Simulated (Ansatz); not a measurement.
Reaction (ligand exchange at a Mo–O bond): `[O]=[Mo]([OH])([OH])([OH])[Cl]` + HCl → `[O]=[Mo]([OH])([OH])([Cl])[Cl]` + H₂O

Program: Ansatz. Geometries: PBE0-D4/def2-TZVP. ΔE: electronic, gas phase. CCSD(T)/CBS is the MP2 limit (def2-TZVPP, def2-QZVPP) plus CCSD(T) − MP2 in def2-TZVPP, frozen cores. This one scheme is used for every species. DFT in def2-TZVPP. def2 core potentials past Kr. For Mo outer-core shells are correlated without core-valence functions, which leaves a few kJ/mol of doubt a bond. One conformer a species, not always the lowest.

`[O]=[Mo]([OH])([OH])([OH])[Cl]`:

Z-matrix (Å, degrees):
```
Mo
O 1 1.869
O 1 1.864 2 93.7
Cl 1 2.409 2 78.7 3 -133.2
O 1 1.654 2 98.5 3 110.9
O 1 1.854 2 155.0 3 -106.1
H 2 0.962 1 122.5 3 113.8
H 3 0.962 1 121.2 2 44.8
H 6 0.962 1 123.9 2 -9.7
```

HCl:

```xyz
2

Cl   -0.244   -0.434   -0.401
H     0.244    0.434    0.401
```

`[O]=[Mo]([OH])([OH])([Cl])[Cl]`:

```xyz
8

O     1.891    0.613   -0.258
Mo    0.328    0.093   -0.274
O    -0.562    1.714   -0.133
O     0.576   -1.713    0.060
Cl   -0.689   -0.123    1.881
Cl   -0.298   -0.235   -2.422
H    -1.305    1.877    0.457
H     0.058   -2.226    0.688
```

H₂O:

Z-matrix (Å, degrees):
```
O
H 1 0.960
H 1 0.960 2 105.1
```

```
             level  ΔE (kJ/mol)
         r2SCAN-D4        -24.3
           ωB97X-V        -18.0
           ωB97M-V        -21.5
            r2SCAN        -23.9
              PBE0        -26.4
     HF/def2-QZVPP        -18.0
SCS-MP2/def2-QZVPP        -38.9
     MP2/CBS(def2)        -48.1
```

Q: What does CCSD(T)/CBS give? (Estimate.)

A: Ansatz gave: -31.8 kJ/mol. The listed levels differ from it by 7.5, 13.8, 10.3, 7.9, 5.4, 13.8, -7.1, -16.3 kJ/mol.

Largest T1 diagnostic among the species: 0.024, so the coupled-cluster value is less sure than usual.

In def2-TZVPP, CCSD(T) changes the Hartree–Fock value by −9.8 kJ/mol (the triples alone add −3.7 kJ/mol) and MP2 by −26.1 kJ/mol. The D4 term adds −3.4 kJ/mol with B3LYP and −1.9 kJ/mol with PBE0; it sums over pairs of atoms, weighted by their polarisabilities, and B3LYP, whose exchange is more repulsive, gets the larger term.

B3LYP here is the variant with VWN-RPA as its local correlation; programs differ in this.
